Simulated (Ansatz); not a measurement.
```csv
atom,x (Å),y (Å),z (Å)
H,-0.9217,-0.9361,-0.9285
Li,-0.9391,-0.9229,0.9325
Li,-0.9342,0.9375,-0.9346
H,-0.9248,0.9259,0.9232
Li,0.9237,-0.9335,-0.9275
H,0.9236,-0.9329,0.9266
H,0.9297,0.9221,-0.9244
Li,0.9342,0.9359,0.9389
```

RHF on singlet Li₄H₄ was run in several spherical basis sets with Ansatz (development build ahead of 0.2.0).

(1) Rank the basis sets by the total energy that they give, lowest first, with the distance from the lowest.
A. def2-TZVP
B. STO-3G
C. def2-SVP
D. 6-31G(d)
E. 6-31G

## Answers

(1) A (0.00 eV), D (0.40 eV), E (0.58 eV), C (0.61 eV), B (13.61 eV).

Totals follow the description of the cores as much as that of the bonds, so this order isn't one of quality for chemistry.
